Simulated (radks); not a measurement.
Results of a calculation; reference values are marked as such.
Radial electron density D(r) = 4 pi r^2 rho(r) of an atom or ion with 51 electrons. Level of theory: scalar-relativistic Kohn-Sham, LDA (Slater exchange, Perdew-Wang correlation), spin-polarised, spherical densities, finite nucleus; Fermi nuclear charge, rms radius of each element as measured or else 0.836 A^(1/3) + 0.57 fm (a radial shooting solver on a logarithmic mesh with Libxc functionals).

```
   r/bohr * D(r) (the largest magnitude, 91.3, reaches the edge; | marks zero)
 0.001071 |*
 0.001236 | *
 0.001428 | *
 0.001662 |  *
  0.00192 |   *
 0.002217 |    *
 0.002561 |     *
 0.002957 |      *
 0.003415 |        *
 0.003976 |           *
 0.004592 |             *
 0.005303 |                *
 0.006124 |                   *
 0.007073 |                       *
 0.008168 |                           *
 0.009509 |                               *
  0.01098 |                                  *
  0.01268 |                                     *
  0.01465 |                                        *
  0.01692 |                                         *
  0.01954 |                                         *
  0.02256 |                                        *
  0.02627 |                                       *
  0.03033 |                                     *
  0.03503 |                                    *
  0.04046 |                                     *
  0.04672 |                                       *
  0.05396 |                                           *
  0.06282 |                                                 *
  0.07255 |                                                     *
  0.08378 |                                                      *
  0.09676 |                                                    *
   0.1117 |                                               *
   0.1291 |                                          *
   0.1502 |                                      *
   0.1735 |                                       *
   0.2004 |                                           *
   0.2314 |                                             *
   0.2673 |                                           *
   0.3087 |                                    *
   0.3593 |                          *
    0.415 |                  *
   0.4793 |              *
   0.5535 |               *
   0.6392 |                 *
   0.7382 |                *
   0.8526 |              *
   0.9925 |         *
    1.146 |      *
    1.324 |    *
    1.529 |  *
    1.766 |  *
    2.039 | *
    2.374 |*
    2.741 |*
    3.166 *
    3.656 *
    4.223 *
    4.877 *
    5.677 *
    6.557 *
    7.572 *
```

What is the nuclear charge?

Answer. Z = 54. The innermost maximum, from 1s, lies near gamma/Z bohr with gamma = sqrt(1 - (Z/c)^2) = 0.919, here 0.017 bohr (found: 0.0186), and its height grows with Z. The density is that of the xenon ion Xe3+ in [Kr] 4d10 5s2 5p2.5 4f0.5; the configuration itself is not fixed sharply by these data, and Z only to a few units. D(r) has 4 maxima, at r = 0.0186, 0.0825, 0.237, 0.671 bohr, and minima at 0.0362, 0.155, 0.495 bohr, inside which lie 1.97, 11.15, 29.01 electrons.
